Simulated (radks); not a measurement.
Values are calculated unless marked as measured or tabulated.
Q: Mean orbital radii <r> (bohr) of the phosphorus ion P+, [Ne] 3s2 3p2, of relativity; Dirac values are averaged over j with weights 2j + 1. Spin-unpolarised spherical Kohn-Sham, PBEsol, point nucleus unless stated (finite: rms radius 3.1889 fm), a radial shooting solver on a logarithmic mesh with Libxc functionals. A level marked "c x" has the speed of light scaled by that factor and shares open shells by 2j + 1; other Dirac levels either fill j = l - 1/2 first or share by 2j + 1.

shell  non-rel.
1s       0.1041
2s       0.5222
2p       0.4859
3s        1.826
3p        2.135

Give the values at the level "Dirac, low j first".

A: 
shell  Dirac, low j first  change of magnitude (%)
1s                 0.1037                    -0.38
2s                 0.5202                    -0.39
2p                 0.4853                    -0.11
3s                  1.822                    -0.25
3p                  2.136                    +0.03
